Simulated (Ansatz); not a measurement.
Gas-phase reaction in SMILES: C[SiH2]O[SiH3] → C[SiH2] + [O][SiH3] (the O-Si bond at the site shown breaks; other sites are not compared here)
Each molecule is optimised on its own at B3LYP-D3(BJ)/def2-TZVP (Ansatz, a quantum-chemistry and plane-wave program), one conformer each, not searched for the lowest.
Geometry of the first species:
```
O
Si 1 1.6350
Si 1 1.6426 2 147.99
H 2 1.4788 1 108.37 3 -180.00
H 2 1.4822 4 109.45 1 -120.37
H 2 1.4822 4 109.45 5 -119.26
H 3 1.4842 1 109.05 2 59.08
H 3 1.4842 7 108.37 1 118.59
C 3 1.8611 7 110.64 8 121.47
H 9 1.0916 3 110.92 7 -179.92
H 9 1.0916 10 108.21 3 121.88
H 9 1.0927 10 108.11 11 116.87
```
Charge 0, spin multiplicity 1.

Wanted: bond dissociation energy (electronic energy difference), in kJ/mol. Correlated levels leave the core frozen unless marked. Open shells are spin-unrestricted. Spin-orbit coupling is left out. Non-relativistic. Basis-set limits of correlation are two-point, X^-3; Hartree-Fock from the larger set. The bracket is a focal-point correction in the basis named.

```tsv
level	program	bond dissociation energy (kJ/mol)	minus last row
HF/6-31G*	Ansatz	422.2	-154.2
revPBE/def2-TZVPD	Ansatz	491.9	-84.5
r2SCAN-D4/def2-TZVPD	Ansatz + dftd4	530.9	-45.5
B3LYP-D4/def2-TZVPD	Ansatz + dftd4	540.4	-36.0
PBE0/6-31G*	Ansatz	511.3	-65.1
PBE0-D4/def2-TZVPD	Ansatz + dftd4	537.2	-39.2
PBE0/def2-TZVPD	Ansatz	529.8	-46.6
HSE06/def2-TZVPD	Ansatz	530.1	-46.3
CAM-B3LYP-D3(BJ)/def2-TZVPD	Ansatz + dftd3	554.4	-22.0
LC-wPBE/def2-TZVPD	Ansatz	544.9	-31.5
B2GP-PLYP-D4/def2-TZVPD	Ansatz + dftd4	565.3	-11.1
B2PLYP-D3(BJ)/def2-TZVPD	Ansatz + dftd3	559.3	-17.1
MP2/6-31G*	Ansatz	557.8	-18.6
MP2/aug-cc-pV(D+d)Z	Ansatz	563.1	-13.3
RI-MP2/aug-cc-pV(T+d)Z	Ansatz	602.7	26.3
RI-MP2/cc-pV(T+d)Z	Ansatz	599.1	22.7
RI-MP2/cc-pV(Q+d)Z	Ansatz	609.3	32.9
SCS-MP2/cc-pwCVTZ	Ansatz	590.0	13.6
CCSD/aug-cc-pV(D+d)Z	Ansatz	517.6	-58.8
CCSD(T)/cc-pV(D+d)Z	Ansatz	518.9	-57.5
RI-MP2/CBS(cc-pV(T+d)Z,cc-pV(Q+d)Z)+[CCSD(T)-MP2]/cc-pV(T+d)Z	Ansatz	576.4	0.0
```
